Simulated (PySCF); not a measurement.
## Radial density of Hf (hafnium, neutral)

wB97M-V, [Xe] 4f14 5d3 6s1, high-spin 5F determinant (an excited configuration). Calculation: PySCF 2.14, in x2c-TZVPPall (11s7p7d3f1g, 97 functions); the spin-free X2C one-electron Hamiltonian (Gaussian nucleus).

```tsv
r (bohr)	4πr²ρ (e/bohr)	4πr²(ρα − ρβ)
0.0141	98.99	0.0004
0.0238	86.06	-0.0026
0.0400	110.4	0.0043
0.0673	127.4	0.0368
0.113	101.0	0.0811
0.190	111.3	0.0015
0.320	58.75	0.0739
0.538	60.95	0.0231
0.906	19.89	0.2665
1.52	7.783	1.1998
2.56	1.654	1.2668
4.31	0.5014	0.4977
7.25	0.03083	0.0308
12.2	0.0001630	0.0002
```

Densities and radii are taken from the X2C orbitals without a picture-change correction, which distorts them close to the nucleus.

Spin-orbit coupling, absent here, splits the open shell strongly.

Problem. Where is the radial spin density 4πr²(ρα − ρβ) most negative, and why is it negative at all?

Solution. Around r = 0.0238 bohr, down to -0.0026 e/bohr: exchange with the open shell polarises the paired shells in an unrestricted calculation.
